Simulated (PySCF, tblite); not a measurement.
Isomers of [C5H6OP]- (charge -1), one GFN2-xTB conformer each. Single-point energies are computed at PBE0/pcSseg-1 (PySCF, gas phase, no added dispersion term), electronic only.

```
      SMILES  GFN2-xTB relative energy (kJ/mol)
C[P-]c1ccoc1                               37.0
COc1cc[p-]c1                                4.3
COc1ccc[p-]1                                0.0
```

Conformers: `[CH3:1][P-:2][c:3]1[cH:4][cH:5][o:6][cH:7]1` (charge -1) with C1–P2–C3–C4 180°; `[CH3:1][O:2][c:3]1[cH:4][cH:5][p-:6][cH:7]1` (charge -1) with C1–O2–C3–C4 180°; `[CH3:1][O:2][c:3]1[cH:4][cH:5][cH:6][p-:7]1` (charge -1) with C1–O2–C3–C4 -178°.

What does PBE0/pcSseg-1 give for the same structures?

```tsv
SMILES	PBE0/pcSseg-1 E (Eh)	PBE0/pcSseg-1 (kJ/mol)	GFN2-xTB (kJ/mol)	point group
COc1cc[p-]c1	-610.22887	0.0	4.3	Cs
COc1ccc[p-]1	-610.22684	5.3	0.0	near Cs
C[P-]c1ccoc1	-610.20655	58.6	37.0	Cs
```

GFN2-xTB puts COc1ccc[p-]1 lowest instead; measured from each level's own lowest isomer, the values differ by up to 21.6 kJ/mol (C[P-]c1ccoc1: 37.0 against 58.6). Neighbours under 21 kJ/mol apart (COc1cc[p-]c1 and COc1ccc[p-]1) can change places with a better method, another conformer or zero-point energy.

What happens when harmonic zero-point energies from GFN2-xTB frequencies are added?

```csv
SMILES,ZPE (kJ/mol),electronic (kJ/mol),with ZPE (kJ/mol)
COc1cc[p-]c1,248.4,0.0,0.0
COc1ccc[p-]1,248.4,5.3,5.3
C[P-]c1ccoc1,247.7,58.6,57.8
```

The zero-point energies span 0.7 kJ/mol. The order is unchanged.
